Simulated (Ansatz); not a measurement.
`B/C=C/CO` + `C[CH2][ZnH]` → `B[CH](C)[ZnH]` + `C=CCO`  (formal exchange of groups at a B–C bond)

Isolated molecules relaxed with PBE0-D4/def2-TZVP in Ansatz; ΔE leaves out vibrations. CBS: MP2 limit from def2 TZ/QZ plus the TZ coupled-cluster correction, frozen cores. DFT in def2-TZVPP. B3LYP here is the variant with VWN-RPA as its local correlation; programs differ in this. For Zn outer-core shells are correlated without core-valence functions, which leaves a few kJ/mol of doubt a bond. Scalar relativity is left out up to krypton. One conformer a species, not always the lowest.

`B/C=C/CO`:

Z-matrix (Å, degrees):
```
C
O 1 1.412
C 1 1.491 2 112.3
H 1 1.098 2 111.9 3 -124.7
H 1 1.096 2 105.6 3 118.8
H 2 0.961 1 108.2 3 60.9
C 3 1.343 1 125.7 2 -134.7
H 3 1.090 1 114.9 2 45.2
B 7 1.530 3 120.9 1 -178.3
H 7 1.090 3 117.3 1 0.5
H 9 1.199 7 118.8 3 -3.7
H 9 1.197 7 121.9 3 176.3
```

`C[CH2][ZnH]`:

Cartesian coordinates in Å:
```
C 0.352 -0.762 -0.770
C 0.454 0.275 0.348
Zn -1.245 1.033 0.950
H -0.252 -1.625 -0.475
H 1.336 -1.148 -1.060
H -0.105 -0.348 -1.672
H 1.097 1.105 0.032
H 0.952 -0.163 1.221
H -2.589 1.633 1.426
```

`B[CH](C)[ZnH]`:

```xyz
11

B     1.443    0.011    0.165
C     0.071    0.553   -0.014
C    -1.097    0.296    0.914
Zn    0.067   -0.811   -1.562
H     2.333    0.374   -0.566
H     1.663   -0.881    0.944
H    -0.053    1.450   -0.633
H    -2.061    0.197    0.403
H    -1.206    1.134    1.610
H    -0.937   -0.602    1.514
H    -0.223   -1.721   -2.774
```

`C=CCO`:

Z-matrix (Å, degrees):
```
C
C 1 1.492
O 1 1.415 2 112.1
H 1 1.099 2 109.9 3 -124.6
H 1 1.094 2 110.3 3 117.1
C 2 1.326 1 124.1 3 122.6
H 2 1.088 1 115.7 3 -56.1
H 3 0.961 1 107.6 2 -55.7
H 6 1.086 2 121.2 1 0.9
H 6 1.084 2 121.9 1 -179.7
```

| level | ΔE (kJ/mol) | difference from CCSD(T)/CBS |
| --- | --- | --- |
| PBE-D4 | -35.1 | -0.9 |
| r2SCAN-D4 | -34.2 | 0.0 |
| PBE0-D4 | -34.0 | 0.2 |
| B3LYP-D4 | -26.7 | 7.5 |
| ωB97X-V | -27.2 | 7.0 |
| ωB97M-V | -32.4 | 1.8 |
| B2PLYP | -26.7 | 7.5 |
| PBE | -33.1 | 1.1 |
| r2SCAN | -33.9 | 0.3 |
| PBE0 | -32.4 | 1.8 |
| B3LYP | -23.3 | 10.9 |
| HF/def2-TZVPP | -11.7 | 22.5 |
| MP2/def2-TZVPP | -34.1 | 0.1 |
| SCS-MP2/def2-TZVPP | -30.0 | 4.2 |
| CCSD/def2-TZVPP | -31.5 | 2.7 |
| CCSD(T)/def2-TZVPP | -35.1 | -0.9 |
| HF/def2-QZVPP | -12.0 | 22.2 |
| MP2/def2-QZVPP | -33.7 | 0.5 |
| SCS-MP2/def2-QZVPP | -29.5 | 4.7 |
| HF/CBS(def2) | -12.1 | 22.1 |
| MP2/CBS(def2) | -33.2 | 1.0 |
| CCSD/CBS(def2) | -30.6 | 3.6 |
| CCSD(T)/CBS | -34.2 | 0 |

Largest T1 diagnostic among the species: 0.014.

The D4 term adds −3.3 kJ/mol with B3LYP and −1.7 kJ/mol with PBE0; it sums over pairs of atoms, weighted by their polarisabilities, and B3LYP, whose exchange is more repulsive, gets the larger term. In def2-TZVPP, CCSD(T) changes the Hartree–Fock value by −23.4 kJ/mol (the triples alone add −3.7 kJ/mol) and MP2 by −22.4 kJ/mol.
